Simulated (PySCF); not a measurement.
```xyz
3
charge 0 multiplicity 1, angstrom
Ru   -0.0847    0.0000   -0.1111
N     0.3153   -0.0001   -1.6069
F     0.2106    0.0000    1.7797
```

These are results of PBE0/[Ru def2-TZVP with ECP28, N def2-TZVP, F def2-TZVP], scalar-relativistic core potentials, density fitting, no spin–orbit coupling, PySCF, not measurements.

This geometry of FRuN is a stationary point at this level.

Question: What is the point group?

Answer: Cs.

Question: Is it a minimum?

Answer: Yes: all harmonic wavenumbers are real.

Question: Which band is strongest in the infrared?

Answer: 600 cm⁻¹ (a'), 145 km/mol.

Question: What is the atomisation energy, with and without zero-point energy?

Answer: 900 kJ/mol without, 888 kJ/mol with.

This need not be the most stable arrangement of these atoms.
